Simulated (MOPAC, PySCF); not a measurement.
Cl₄Ge, SMILES `[Cl][Ge]([Cl])([Cl])[Cl]`, neutral singlet in the gas phase. 

Cartesian coordinates (Å):
```xyz
5

Cl    -1.1916    -1.6562    -0.6241
Ge     0.0000     0.0000     0.0000
Cl     1.8729    -0.0466    -1.0209
Cl    -1.0151     1.8197    -0.4592
Cl     0.3337    -0.1169     2.1042
```
Charge 0, multiplicity 1.

All levels are single points at this geometry (B3LYP-D3(BJ)/def2-TZVP); Pople sets use spherical d functions. Orbital energies aren't observables, and empty levels follow the basis.

| level | HOMO (eV) | LUMO (eV) | gap (eV) | dipole (D) | vertical IE, Delta-SCF (eV) |
|---|---|---|---|---|---|
| ωB97X-D3(BJ)/def2-TZVP in PySCF | -12.19 | -0.32 | 11.87 | 0.00 | – |
| B3LYP/3-21G in PySCF | -9.76 | -3.40 | 6.36 | 0.00 | – |
| B3LYP/LANL2DZ in PySCF | -9.81 | -3.44 | 6.37 | 0.00 | – |
| BP86/6-31G* in PySCF | -8.30 | -3.69 | 4.61 | 0.00 | – |
| PBE/6-31G* in PySCF | -8.20 | -3.55 | 4.65 | 0.00 | – |
| SVWN5/6-31G* in PySCF | -8.31 | -3.81 | 4.50 | 0.00 | – |
| HF/3-21G in PySCF | -13.71 | 0.42 | 14.13 | 0.00 | – |
| HF/STO-3G in PySCF | -11.87 | 4.19 | 16.06 | 0.00 | – |
| PM6 in MOPAC | -12.02 | -2.40 | 9.61 | 0.00 | – |
